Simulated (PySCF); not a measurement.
## Electron correlation in Co⁺ (cobalt, charge +1)

[Ar] 3d7 4p1, one real determinant (an excited configuration). All numbers are calculated (PySCF 2.14, scalar relativity by spin-free X2C-1e, in x2c-TZVPPall with one added diffuse shell each of s, p, d, f type (7s6p5d3f1g, 80 functions)). Frozen: [Ne]; 16 electrons correlated.

```
  level  correlation energy (mhartree)
   CCSD                        -511.67
    (T)                         -10.50
CCSD(T)                        -522.17
```

Diagnostics: T1 = 0.012, D1 = 0.0423, largest double amplitude 0.030.

The real determinant used has ⟨L²⟩ near 14 against 20 for a pure G term, so it mixes terms.

Cost of the coupled-cluster step: about 100 core-seconds, for 16 correlated electrons.

The reference is one real determinant that mixes LS terms of this configuration.

This basis was not built for core-valence correlation, so the inner-shell part is incomplete.
